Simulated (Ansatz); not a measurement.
C2H7FSSi can be A, `CSC(F)[SiH3]`, or B, `CC(F)S[SiH3]`.

Program: Ansatz. Geometries: PBE0-D4/def2-TZVP. ΔE: electronic, gas phase. CBS: MP2 limit from def2 TZ/QZ plus the TZ coupled-cluster correction, frozen cores. DFT in def2-TZVPP. B3LYP here is the variant with VWN-RPA as its local correlation; programs differ in this. Each species was taken in one conformer, which may not be the lowest.

A:

```xyz
12

C    -0.507   -0.623    2.159
S    -1.101   -0.143    0.528
C     0.414    0.320   -0.271
F     0.890    1.559    0.168
Si    0.133    0.362   -2.156
H    -1.381   -0.914    2.742
H    -0.018    0.218    2.649
H     0.174   -1.472    2.092
H     1.187   -0.415   -0.022
H     0.071   -1.035   -2.653
H    -1.137    1.070   -2.452
H     1.275    1.073   -2.783
```

B:

Z-matrix (Å, degrees):
```
C
C 1 1.504
H 1 1.090 2 110.0
H 1 1.091 2 111.0 3 -120.2
H 1 1.093 2 109.5 3 119.7
F 2 1.381 1 109.1 3 -176.6
S 2 1.823 1 114.5 3 59.1
H 2 1.094 1 111.3 3 -58.5
Si 7 2.137 2 101.9 1 72.0
H 9 1.486 7 112.3 2 -56.9
H 9 1.483 7 103.4 2 -175.1
H 9 1.482 7 112.1 2 66.3
```

Question: Which isomer does CCSD(T)/CBS put lower? Give the gap. (Estimate.)

Answer: Computed: B, by 87.3 kJ/mol.

Question: Give E(B) − E(A) in kJ/mol with HF/def2-TZVPP, B3LYP-D4, B2PLYP, B3LYP, CCSD(T)/def2-TZVPP, CCSD/def2-TZVPP, MP2/def2-TZVPP. (Best estimate.)

Answer: Computed: HF/def2-TZVPP -92.3, B3LYP-D4 -83.7, B2PLYP -84.7, B3LYP -81.6, CCSD(T)/def2-TZVPP -88.1, CCSD/def2-TZVPP -88.8, MP2/def2-TZVPP -90.0. None reverses the order clearly.

Largest T1 diagnostic: 0.012.

From PBE to PBE0 (25 % exact exchange), in def2-TZVPP and without D4, E(B) − E(A) moves by −5.4 kJ/mol.
